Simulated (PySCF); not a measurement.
# One molecule, several mistakes: BCH6NSi

All numbers below are calculated, not measured. They come from PySCF 2.14.0, an open-source quantum chemistry program, on an isolated molecule that a program drew, which may never have been made. The molecule is BCH6NSi (charge 0, singlet), drawn as the SMILES string `CB[Si]N`.

Each row is a Hartree-Fock (HF) and frozen-core CCSD(T) single point in the cc-pV(D+d)Z basis, meant for a local HF minimum. Run 1 is clean. Each other run has one planted mistake out of seven kinds, and not every kind appears here: one electron removed, one electron added, multiplicity raised by two, geometry at a saddle point, minimal basis STO-3G, one bond length entered in bohr, all coordinates scaled. The reference is restricted for singlets and unrestricted otherwise, and also for a bond in bohr. Adding or removing an electron swaps singlet and doublet. Electrons count all cores. HOMO and LUMO are orbital energies over both spins, the gradient is its largest component, and the lowest frequency (negative if imaginary) is given only where the gradient is small. Bond lengths are over the 9 bonds as drawn. T1 is the CCSD diagnostic: over 0.02 (restricted) or 0.045 (unrestricted) a single reference is doubtful.

Geometry of the clean run:
```xyz
10
BCH6NSi, angstrom
C     0.3889   -0.1632   -3.0705
B    -0.0624    0.4847   -1.6982
Si    0.6725   -0.0492    0.1526
N     1.8613    1.1609    0.3691
H    -0.4060   -0.8662   -3.3622
H     1.3264   -0.7235   -3.0458
H     0.4370    0.5774   -3.8754
H    -0.9930    1.2575   -1.7543
H     2.4211    1.1904    1.2006
H     2.0996    1.9118   -0.2505
```

| run | electrons | basis functions | <S^2> | HOMO (eV) | LUMO (eV) | gradient (hartree/bohr) | lowest frequency (cm^-1) | mean bond (Å) | longest bond (Å) | T1 | HF (hartree) | CCSD(T) (hartree) | mistake |
|---|---|---|---|---|---|---|---|---|---|---|---|---|---|
| 1 | 38 | 95 | 0.000 | -7.76 | 2.10 | 2.5e-05 | 75 | 1.3177 | 2.062 | 0.0163 | -409.40336 | -409.95521 | no fault |
| 2 | 39 | 95 | 0.934 | 0.16 | 7.29 | 2.9e-02 | - | 1.3177 | 2.062 | 0.0394 | -409.35940 | -409.92959 | one electron added |
| 3 | 38 | 95 | 2.022 | -6.17 | 1.00 | 2.0e-02 | - | 1.3177 | 2.062 | 0.0228 | -409.35044 | -409.87555 | multiplicity raised by two |
| 4 | 38 | 95 | 0.000 | -7.57 | 2.30 | 4.6e-02 | - | 1.2557 | 1.965 | 0.0155 | -409.38169 | -409.92604 | ? |
| 5 | 38 | 30 | 0.000 | -5.17 | 7.37 | 2.9e-02 | - | 1.3177 | 2.062 | 0.0194 | -404.56862 | -404.78735 | ? |

**Which mistake was planted in run 4, and what did it cost?**

The mean and the longest bond both change by the same factor, 0.953, and the gradient is no longer small. So the mistake is: all coordinates scaled. Subtracting run 1 and multiplying by 627.51 kcal/mol a hartree, the energy moved by 13.6 kcal/mol in HF and 18.3 kcal/mol in CCSD(T).

**Which mistake was planted in run 5, and what did it cost?**

It has 30 basis functions where the clean run has 95, with the same electrons and geometry. So the mistake is: minimal basis STO-3G. Subtracting run 1 and multiplying by 627.51 kcal/mol a hartree, the energy moved by 3033.8 kcal/mol in HF and 3242.9 kcal/mol in CCSD(T).

Cautions from the logs. Run 2: the HOMO is above zero, so the electron isn't bound and the energy depends on the basis.
